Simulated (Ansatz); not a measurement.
Reaction (formal exchange of groups at the Se–C bond): `C=CC#C[SeH]` + `C[O][SnH3]` → `C[O][SnH2][SeH]` + `C#CC=C`

Calculated with Ansatz (gas phase, PBE0-D4/def2-TZVP geometries, no zero-point term in ΔE). CBS: MP2 limit from def2 TZ/QZ plus the TZ coupled-cluster correction, frozen cores. Elements past krypton have def2 core potentials. For Se, Sn outer-core shells are correlated without core-valence functions, which leaves a few kJ/mol of doubt a bond. Scalar relativity is left out up to krypton. Each species was taken in one conformer, which may not be the lowest.

| species | SCS-MP2/def2-QZVPP energy (Eh) |
| --- | --- |
| `C=CC#C[SeH]` | -2554.83529 |
| `C[O][SnH3]` | -330.55348 |
| `C[O][SnH2][SeH]` | -2731.00053 |
| `C#CC=C` | -154.43618 |

**Question.** Work out ΔE.

**Answer.** ΔE = (-2731.00053) + (-154.43618) − (-2554.83529) − (-330.55348) = -0.04794 Eh = -1.30 eV. CCSD(T)/CBS gives -1.39 eV.

Largest T1 diagnostic among the species: 0.013.

In def2-TZVPP, CCSD(T) changes the Hartree–Fock value by +0.13 eV (the triples alone add +0.02 eV) and MP2 by +0.12 eV. From PBE to PBE0 (25 % exact exchange), in def2-TZVPP and without D4, ΔE moves by −0.05 eV.
